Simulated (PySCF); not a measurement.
Si(F)4(OH2)2 (F₄H₄O₂Si), SMILES O->[Si](<-O)(F)(F)(F)F (connectivity only; charge and spin as stated), neutral, multiplicity 1. Atoms are numbered in the order given.

```xyz
11

Si     0.0000     0.0000    -0.2347
F     -0.0586     1.6240     0.0848
F      0.0586    -1.6240     0.0848
F     -1.2691    -0.0506    -1.2615
F      1.2691     0.0506    -1.2615
O     -1.3510    -0.0345     1.2542
H     -2.0132    -0.6899     0.9917
H     -1.7750     0.8354     1.2082
O      1.3510     0.0345     1.2542
H      2.0132     0.6899     0.9917
H      1.7750    -0.8354     1.2082
```

Coordinates come from a PBE0-D3(BJ)/def2-SVP optimisation. The values are those of a single conformer.

Method: HF/def2-TZVP (PySCF).

Isolated molecule, no solvent.

Computed frontier levels, gap, dipole moment and polarisability:
```
Quantity                                                                                                        Result
---------------------------------------------------------------------------------------------  -----------------------
highest occupied level                                                                                       -15.70 eV
lowest empty level                                                                                             2.81 eV
orbital gap                                                                                                   18.51 eV
dipole moment                                                                                                   4.80 D
quadrupole, principal values (traceless, Buckingham form, about the centre of nuclear charge)  -9.15, -8.39, 17.53 D·Å
mean static polarisability                                                                        30.8 bohr³ (4.56 Å³)
polarisability, principal values                                                                28.8, 31.3, 32.3 bohr³
```
